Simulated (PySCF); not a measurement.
## How methods differ on the excitation energy of Br⁺

Br⁺ [Ar] 3d10 4s2 4p4 (3P) → Br⁺ [Ar] 3d10 4s1 4p4 4d1 (high-spin determinant), as a difference of total energies. Calculation: PySCF 2.14, in aug-cc-pVQZ-PP with ECP10MDF (7s6p5d3f2g, 89 functions); scalar relativity through the core potential. Correlated levels: valence: 3s2 3p6 3d10 frozen. The calculations carry no spin-orbit coupling.

| method | excitation energy (eV) |
| --- | --- |
| UHF | 24.412 |
| LDA | 25.551 |
| PBE | 25.018 |
| PBE0 | 25.118 |
| r2SCAN | 25.079 |
| B2PLYP | 25.313 |
| M06-L | 25.257 |
| BP86 | 25.088 |
| wB97X | 25.984 |
| MP2 (valence) | 24.830 |
| SCS-MP2 (valence) | 25.021 |

Task: How much does correlation contribute at MP2 (valence)?

Result: 24.830 − (24.412) = 0.418 eV, measured against UHF.

The upper state lies above the first ionisation limit, where it may autoionise and the basis confines it.

The promoted electron is Rydberg-like, and one or two diffuse shells describe it only roughly, which tends to raise the upper state.

The determinant of the upper state mixes LS terms, which raises its energy above the lowest term, most at the Hartree-Fock and MP2 levels.
